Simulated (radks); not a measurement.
Q: Kr II, configuration [Ar] 3d10 4s1 4p6 (not the ground configuration). All-electron calculation, scalar-relativistic Kohn-Sham, PBEsol, spin-polarised, spherical densities, finite nucleus; open shells are filled with parallel spins first; Fermi nuclear charge, rms radius 4.1884 fm. Program: a radial shooting solver on a logarithmic mesh with Libxc functionals. Some entries of the table are withheld. Estimate them.

orbital  occ.  eigenvalue (hartree)  r(max) (bohr)
1s up       1             -520.4302        0.02709
1s down     1             -520.4253        0.02709
2s up       1             -68.96744         0.1543
2s down     1             -68.96413         0.1543
2p up       3             -61.05248         0.1234
2p down     3             -61.04895         0.1234
3s up       1             -10.18146         0.4672
3s down     1             -10.17534         0.4673
3p up       3              -7.66187         0.4633
3p down     3              -7.65509         0.4633
3d up       5              -3.48850         0.4108
3d down     5              -3.47993         0.4107
4s up       1                   (1)            (2)
4s down     0                   (3)            (4)
4p up       3              -0.75755          1.503
4p down     3              -0.72473          1.515

A: 
(1) 4s up eigenvalue (hartree): -1.29677
(2) 4s up r(max) (bohr): 1.322
(3) 4s down eigenvalue (hartree): -1.25713
(4) 4s down r(max) (bohr): 1.325
